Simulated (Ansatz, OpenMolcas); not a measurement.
How methods differ on C2H6BFO (SMILES COB(C)F)

The species is C2H6BFO (11 atoms), meant as a singlet with charge 0. SMILES: `COB(C)F`. Geometry: relaxed at PBE0-D4/def2-TZVP. This is one conformer, not always the lowest.

```xyz
11

C    -1.3644    0.7111    0.5385
O    -0.2410    1.2278   -0.1353
B     0.8186    0.4827   -0.5089
C     0.9932   -1.0579   -0.2706
F     1.7792    1.1652   -1.1360
H    -1.4585    1.2071    1.5069
H    -2.2591    0.9243   -0.0500
H    -1.2940   -0.3677    0.6981
H     0.9476   -1.3070    0.7940
H     1.9474   -1.4128   -0.6601
H     0.1963   -1.6298   -0.7560
```

Each level gives the energy change with the O2–B3 bond stretched from 1.348 to 2.427 Å (eV). The values are calculated.

```json
{"level": "revPBE/def2-SVP (restricted)", "kind": "GGA", "program": "OpenMolcas", "value (eV)": "4.43", "less CCSD(T)/def2-SVP": "-0.64"}
{"level": "M06-L/def2-SVP (restricted)", "kind": "meta-GGA", "program": "OpenMolcas", "value (eV)": "4.94", "less CCSD(T)/def2-SVP": "-0.13"}
{"level": "r2SCAN/def2-SVP (restricted)", "kind": "meta-GGA", "program": "OpenMolcas", "value (eV)": "4.97", "less CCSD(T)/def2-SVP": "-0.10"}
{"level": "B3LYP/def2-SVP (restricted)", "kind": "global hybrid", "program": "OpenMolcas", "value (eV)": "4.99", "less CCSD(T)/def2-SVP": "-0.08"}
{"level": "M06-2X/def2-SVP (restricted)", "kind": "hybrid meta-GGA", "program": "OpenMolcas", "value (eV)": "5.51", "less CCSD(T)/def2-SVP": "+0.44"}
{"level": "wB97M-V/def2-SVP (restricted)", "kind": "range-separated hybrid", "program": "Ansatz", "value (eV)": "5.32", "less CCSD(T)/def2-SVP": "+0.25"}
{"level": "MP2/def2-SVP (restricted)", "kind": "perturbation theory", "program": "Ansatz", "value (eV)": "5.27", "less CCSD(T)/def2-SVP": "+0.20"}
{"level": "CCSD(T)/def2-SVP (restricted)", "kind": "coupled cluster or CI", "program": "Ansatz", "value (eV)": "5.07", "less CCSD(T)/def2-SVP": "0.00"}
```

CCSD(T)/def2-SVP (restricted) is the highest level here, not the true value. Its T1 diagnostic reaches 0.027, a sign that one reference may not serve. At this stretch a single reference begins to fail. The first shape isn't each level's own minimum. The values span 4.43 to 5.51 eV.
